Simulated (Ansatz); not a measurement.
Gas-phase electronic energies from Ansatz, PBE0-D4/def2-TZVP geometries. CBS: MP2 limit from def2 TZ/QZ plus the TZ coupled-cluster correction, frozen cores. This one scheme is used for every species. DFT in def2-TZVPP. B3LYP here is the variant with VWN-RPA as its local correlation; programs differ in this. One conformer a species, not always the lowest.

Consider the ligand exchange at the Si–O bond: `N[Si@H](F)O[Si@@H](N)O` + `N[SiH](O)Cl` → `N[Si@H](Cl)O[Si@@H](N)O` + `N[SiH](O)F`.

**Question.** Is it downhill or uphill in electronic energy at CCSD(T)/CBS, and by how much? (An estimate is asked.)

**Answer.** The calculation gave: Nearly level: ΔE = +0.6 kcal/mol.

**Question.** What do these levels give: PBE-D4, r2SCAN-D4, PBE0-D4, ωB97M-V, PBE, B3LYP, HF/def2-TZVPP, SCS-MP2/def2-TZVPP, HF/def2-QZVPP, SCS-MP2/def2-QZVPP, MP2/CBS(def2), CCSD/CBS(def2)? (Estimate.)

**Answer.** The calculation gave: PBE-D4 0.7, r2SCAN-D4 0.8, PBE0-D4 0.6, ωB97M-V 0.8, PBE 1.1, B3LYP 1.1, HF/def2-TZVPP 1.0, SCS-MP2/def2-TZVPP 0.6, HF/def2-QZVPP 0.9, SCS-MP2/def2-QZVPP 0.6, MP2/CBS(def2) 0.5, CCSD/CBS(def2) 0.7 kcal/mol.

Largest T1 diagnostic among the species: 0.011.
